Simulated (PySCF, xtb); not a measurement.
AlH₆NO₂Si, SMILES N[SiH2][Al]([OH])[OH].

xtb with GFN2-xTB at its own geometry gives an orbital gap of 3.82 eV and a dipole moment of 1.71 D.

Geometry: B3LYP-D3(BJ)/def2-SVP. The structure was generated by enumeration; whether it is a known compound was not checked. The values are those of a single conformer.

Question: What does CAM-B3LYP/def2-TZVP (PySCF) give? (An estimate is asked for; the answer gives what the named calculation found.)

Answer: gap 9.03 eV (levels -8.51 and 0.53 eV), dipole 2.23 D.
